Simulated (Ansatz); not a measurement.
CH₇AlN₂Si, SMILES `[SiH3][N]1C[NH][AlH]1`, 12 atoms. Charge 0, multiplicity 1. All runs use 4 threads of an Arm Neoverse V1 on a shared host. Correlated methods freeze the cores.

(1) Give the basis size and wall time and peak host memory of each of these runs in Ansatz. RKS PBE0-D4/def2-TZVP relaxation (7 steps); RKS ωB97X-V/def2-TZVPP energy; RHF-CCSD(T)/def2-TZVPP energy; RKS PBE0-D4/def2-TZVPP energy; RKS revPBE-D4/def2-TZVPP energy; RKS PBE0-D4/def2-TZVP frequencies; RKS PBE0-D4/def2-QZVPP energy; RHF-MP2/def2-QZVPP energy; RKS PBE0-D4/def2-SVP energy; RKS ωB97M-V/def2-QZVPP energy; RHF-CCSD(T)/def2-SVP energy; direct RPA on PBE orbitals/def2-TZVPP energy. (Best estimate.)

## Answers

(1) The calculation gave: Other jobs shared the machine, so times are rough.

```
                                level                   job  functions  wall time  peak host memory (GiB)
                 RKS PBE0-D4/def2-SVP                energy        113      1.4 s                    0.27
             RKS revPBE-D4/def2-TZVPP                energy        275      2.7 s                     0.4
               RKS PBE0-D4/def2-TZVPP                energy        275      4.1 s                    0.75
                 RHF-CCSD(T)/def2-SVP                energy        113      5.5 s                    0.53
direct RPA on PBE orbitals/def2-TZVPP                energy        275      8.5 s                     0.8
               RKS ωB97X-V/def2-TZVPP                energy        275       11 s                    0.92
               RKS PBE0-D4/def2-QZVPP                energy        521       12 s                     2.1
               RKS ωB97M-V/def2-QZVPP                energy        521       27 s                     2.6
                   RHF-MP2/def2-QZVPP                energy        521       29 s                     3.7
                RKS PBE0-D4/def2-TZVP  relaxation (7 steps)        209       33 s                    0.59
               RHF-CCSD(T)/def2-TZVPP                energy        275      3 min                     7.1
                RKS PBE0-D4/def2-TZVP           frequencies        209    3.5 min                    0.61
```
